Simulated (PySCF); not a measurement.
Compound: C₇H₁₀SSi.
SMILES with atom numbers: `[SiH3:1][CH2:2][c:3]1[cH:4][cH:5][cH:6][c:7]([SH:8])[cH:9]1` (hydrogens: H10, H11, H12 on Si1; H13, H14 on C2; H15 on C4; H16 on C5; H17 on C6; H18 on S8; H19 on C9)

A GFN2-xTB structure was refined with PBE0-D3(BJ)/def2-SVP geometry optimisation, gas phase in PySCF. Its GFN2-xTB values:

```tsv
coordinate	GFN2-xTB
Si1–C2	1.912 Å
Si1–H10	1.462 Å
Si1–H12	1.464 Å
C2–C3	1.489 Å
C2–H13	1.090 Å
C3–C4	1.392 Å
C3–C9	1.388 Å
C4–C5	1.382 Å
C4–H15	1.080 Å
C5–C6	1.383 Å
C5–H16	1.080 Å
C6–C7	1.387 Å
C6–H17	1.081 Å
C7–C9	1.387 Å
S8–H18	1.332 Å
C9–H19	1.080 Å
Si1–C2–C3	110.1°
C3–C4–C5	120.6°
C3–C9–C7	120.6°
C4–C5–C6	120.6°
C5–C6–C7	119.0°
C6–C7–S8	121.5°
C6–C7–C9	120.4°
S8–C7–C9	118.0°
```

How do these coordinates change at the PBE0-D3(BJ)/def2-SVP level?

| coordinate | PBE0-D3(BJ)/def2-SVP (Å or °) | change |
| --- | --- | --- |
| Si1–H12 | 1.497 | +0.033 |
| Si1–H10 | 1.494 | +0.032 |
| S8–H18 | 1.348 | +0.016 |
| Si1–C2 | 1.896 | -0.016 |
| C9–H19 | 1.094 | +0.014 |
| C5–H16 | 1.093 | +0.013 |
| C4–H15 | 1.093 | +0.013 |
| C7–C9 | 1.399 | +0.012 |
| C6–C7 | 1.399 | +0.012 |
| C2–H13 | 1.102 | +0.012 |
| C2–C3 | 1.501 | +0.012 |
| C6–H17 | 1.092 | +0.011 |
| C3–C9 | 1.398 | +0.010 |
| C4–C5 | 1.392 | +0.010 |
| C3–C4 | 1.401 | +0.009 |
| C5–C6 | 1.392 | +0.009 |
| C6–C7–S8 | 123.0 | +1.5 |
| Si1–C2–C3 | 111.5 | +1.4 |
| C6–C7–C9 | 119.5 | -0.9 |
| S8–C7–C9 | 117.5 | -0.5 |
| C3–C9–C7 | 121.2 | +0.6 |
| C5–C6–C7 | 119.5 | +0.5 |
| C3–C4–C5 | 120.3 | -0.3 |
| C4–C5–C6 | 120.8 | +0.2 |

The energy falls by 0.082 eV over 5 energy and gradient evaluations, the largest force component goes from 0.0151 to 2.7e-04 Eh/bohr, and the atoms move by 0.037 Å rms after alignment. Among the bonds, Si1–H10 and Si1–H12 change most and about equally (+0.032 to +0.033 Å). Bonds longer at the end by more than 0.005 Å: 17 of 19; shorter: 1. Rotational constants go from 2065, 652.6, 536.2 to 2047, 643.0, 527.5 MHz.

The run used 184 basis functions and 33 SCF cycles in all. The run took 2.5 min on one thread, Arm Neoverse N1, shared host.

Stationary, but not proved a minimum. The numbers are those of one conformer.

Conformer computed: `[SiH3:1][CH2:2][c:3]1[cH:4][cH:5][cH:6][c:7]([SH:8])[cH:9]1`: Si1–C2–C3–C4 -90°, H–S8–C7–C6 0°.
